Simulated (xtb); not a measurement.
H$_{3}$O$_{3}$Sn (SMILES [OH][Sn+]([OH])[OH]), charge +1, singlet, at a GFN2-xTB geometry (such geometries of metal compounds can be far from the true shape). Base run: GFN2-xTB run with xtb.

Geometry (Å):
```xyz
7

Sn     0.0194    -0.0071    -0.0044
O      1.6696    -0.3765    -0.7419
H      1.9659     0.0206    -1.5801
O     -0.4158    -0.8206     1.5771
H     -1.2904    -0.6244     1.9673
O     -1.3046     1.1145    -0.6694
H     -1.2399     1.6218    -1.4929
```
Charge +1, spin multiplicity 1.
All else is at xtb's defaults.
Base energy -15.33404 Eh.

Variants of this job, named by their change:

```tsv
change	ΔE vs base (kJ/mol)	HOMO-LUMO gap (eV)	G_solv (kcal/mol)	SCF cycles
base	0.00	4.60	-	21
etemp = 3000	-0.02	4.60	-	22
alpb = dmf	-271.0	4.60	-67.80	20
alpb = water	-305.5	4.60	-78.96	20
```

ALPB and GBSA are two models with their own fitted parameters for each solvent, which aren't always the measured dielectric constant.
